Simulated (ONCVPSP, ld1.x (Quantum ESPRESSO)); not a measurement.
Potentials for B (Z = 5) compared

Generated with ld1.x 7.5 (TM, RRKJ, ultrasoft, PAW), atompaw 4.2 or ONCVPSP 4.0.1. The cutoff is in Ry: for ld1.x and atompaw files where the sum of valence levels is converged to 10 mRy in a Bessel basis, for ONCV files where the hardest occupied wave has 1 mHa per electron of residual kinetic energy. The error is the largest all-electron minus pseudo excitation energy over each file’s own four to seven test configurations (ionisations up to +4, promotions, holes and added fractions of an electron), all of which were solved. The labels leave out finer settings (local radius, basis sizes, second energies), which also bear on the numbers. Spin-polarised tests are not counted. The rows are a selection from randomly drawn settings: files with unsolved tests, undetermined cutoffs or missed reference levels are left out.

| potential | cutoff (Ry) | largest error (meV) | bound ghosts |
| --- | --- | --- | --- |
| TM semilocal, PBE, scalar-relativistic, rc 1.45/2.85/2.65 (spd), local d, core correction yes, reference 2s1.5 2p1.5 | 18 | +308 | none |
| ONCV, PBE, scalar-relativistic, rc 1.10/1.10 (sp), local smoothed, core correction yes, reference 2s2, qcut 5.7/7.6, projectors 2/1 | 25 | +47 | none |
| ONCV, LDA (Perdew-Zunger), non-relativistic, rc 1.40/2.25/2.45 (spd), local smoothed, core correction yes, reference 2s1.5 2p1.5, qcut 4.6/7.6/3.6, projectors 2/3/2 | 27 | +106 | none |
| PAW, PBE, scalar-relativistic, rc 1.60/3.04/3.55 (spd), local smoothed, core correction yes, reference 2s2 2p1 | 6 | +17 | none |
| ONCV, PBE, scalar-relativistic, rc 1.35/3.70 (sp), local smoothed, core correction yes, reference 2s2 2p1, qcut 5/3, projectors 1/2 | 21 | +803 | none |
| ONCV, PBE, scalar-relativistic, rc 1.00/0.95 (sp), local smoothed, core correction yes, reference 2s1.5, qcut 6.2/10.5, projectors 1/2 | 333 | +93 | none |

Fill in the row for B: ONCV, PBEsol, scalar-relativistic, rc 1.25/1.40/1.15 (spd), local smoothed, core correction yes, reference 2s2, qcut 5.7/5.9/9.5, projectors 2/2/2.

cutoff 25 Ry, largest error +21 meV, bound ghosts: none.

Fill in the row for B: ONCV, PBE, scalar-relativistic, rc 1.10/2.45/2.40 (spd), local smoothed, core correction yes, reference 2s2 2p1, qcut 6.3/4.7/4.2, projectors 2/1/1.

cutoff 25 Ry, largest error +177 meV, bound ghosts: none.
